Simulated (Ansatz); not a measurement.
H2Sn (SMILES [SnH2]): geometry of the low-spin state from B3LYP-D3(BJ)/def2-TZVP.
(charge 0, multiplicity 1):
```xyz
3

Sn    -0.00013     0.04819     0.00000
H     -1.26196    -1.20820     0.00000
H      1.26857    -1.20127     0.00000
```
The high-spin state stands at its own minimum; R- takes a restricted low-spin state.

Programs: Ansatz (an electronic-structure program). Values without a source in brackets are computed. In def2 rows elements past Kr take small-core potentials, without spin–orbit coupling.

The gap E(multiplicity 1) − E(multiplicity 3) (kcal/mol) and the share of exact exchange:

```tsv
functional	exact exchange (%)	value
R-PBE/def2-TZVPP	0	-27.56
R-PBE0/def2-TZVPP	25	-25.47
R-B3LYP/def2-TZVPP	20	-30.17
R-BHLYP/def2-TZVPP	50	-27.84
R-r2SCAN/def2-TZVPP	0	-22.89
```

Q: Take the value as linear in the share of exact exchange along PBE and PBE0. Give the slope, say whether the sign turns, and set the other functionals against that line.

A: 
Slope: (-25.47 − (-27.56))/2.5 = 0.84 kcal/mol for each 10 %. The line keeps its sign from 0 to 100 %. At 50 % it gives -23.4 kcal/mol. From B3LYP to BHLYP the slope is (-27.84 − (-30.17))/3 = 0.78 for each 10 %. BHLYP, at 50 %, lies -4.5 from the PBE line. B3LYP, at 20 %, lies -4.3 from the PBE line. r2SCAN, with none, stands 4.7 from PBE.
